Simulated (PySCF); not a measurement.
A run for PySCF: R-M06-2X/6-31G* on CH5AlO2 (SMILES C[O][AlH][OH]).

```python
from pyscf import gto, scf, dft, mp
from pyscf.data.elements import chemcore

mol = gto.M(
    atom='''
    C     1.36937672   -0.46409548    0.38404755
    O     0.55279948    0.65792661    0.16876901
    Al   -1.03575161    0.99423590   -0.27995701
    O    -2.18045186   -0.20940763   -0.62688312
    H     2.22798985   -0.43781823   -0.29285129
    H     1.74642685   -0.46122673    1.41064388
    H     0.83711023   -1.40870907    0.22061776
    H    -1.48015069    2.48459412   -0.38273769
    H    -2.03734897   -1.15549948   -0.60164909
    ''',
    basis='6-31g*',
    cart=True,
    charge=0, spin=0, verbose=3, max_memory=1800)
mf = dft.RKS(mol, xc='m062x')
mf.conv_tol = 1e-8
mf.max_cycle = 100
mf.kernel()
if not mf.converged:
    mf = mf.newton().run(mf.mo_coeff, mf.mo_occ)
```

It printed:

```
converged SCF energy = -433.946920625582
```

The run converged.

Cost: around 12 core-seconds (rough).
